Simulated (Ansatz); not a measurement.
Two isomers of C2H6ClNSi: A = `C/C(Cl)=N\[SiH3]`, B = `C=CN[SiH2]Cl`.

Isolated molecules relaxed with PBE0-D4/def2-TZVP in Ansatz; ΔE leaves out vibrations. CCSD(T)/CBS adds triple-zeta CCSD(T) − MP2 to the extrapolated MP2 energy (def2 sets, frozen cores). DFT in def2-TZVPP. B3LYP here is the variant with VWN-RPA as its local correlation; programs differ in this. One conformer a species, not always the lowest.

A:

Z-matrix (Å, degrees):
```
C
C 1 1.492
H 1 1.092 2 109.7
H 1 1.090 2 110.6 3 121.3
H 1 1.092 2 109.7 3 -117.5
Cl 2 1.781 1 110.7 3 58.5
N 2 1.237 1 130.8 3 -121.6
Si 7 1.726 2 133.7 1 -0.0
H 8 1.482 7 107.3 2 121.4
H 8 1.482 7 107.3 2 -120.2
H 8 1.493 7 114.4 2 0.6
```

B:

```xyz
11

C     1.9829   -0.8675    0.1744
C     0.9601   -0.0175    0.1656
N    -0.2796   -0.2333   -0.4181
Si   -1.6644    0.7483   -0.1982
Cl   -2.6775    0.3850    1.5611
H     2.9168   -0.5887    0.6406
H     1.9177   -1.8508   -0.2789
H     1.0600    0.9586    0.6336
H    -0.3874   -1.1445   -0.8396
H    -2.6023    0.4522   -1.3004
H    -1.2262    2.1582   -0.1400
```

Question: Which isomer does CCSD(T)/CBS put lower? Give the gap. (Estimate.)

Answer: Ansatz gave: B, by 144.3 kJ/mol.

Question: Give E(B) − E(A) in kJ/mol with CCSD/def2-TZVPP, r2SCAN-D4, MP2/def2-TZVPP, ωB97M-V, B3LYP, LDA (SPW92), HF/def2-TZVPP. (An estimate is asked.)

Answer: Ansatz gave: CCSD/def2-TZVPP -143.5, r2SCAN-D4 -134.3, MP2/def2-TZVPP -140.4, ωB97M-V -141.7, B3LYP -136.8, LDA (SPW92) -131.6, HF/def2-TZVPP -151.2. None reverses the order clearly.

Question: Does the order hold for the free energy at 298.15 K (harmonic terms from PBE0-D4)? (An estimate is asked.)

Answer: The calculation gave: Yes: G(B) − G(A) = -133.8 kJ/mol, for one conformer each.

Largest T1 diagnostic: 0.012.

From PBE to PBE0 (25 % exact exchange), in def2-TZVPP and without D4, E(B) − E(A) moves by −10.5 kJ/mol. In def2-TZVPP, CCSD(T) changes the Hartree–Fock value by +12.6 kJ/mol (the triples alone add +4.8 kJ/mol) and MP2 by +10.8 kJ/mol.
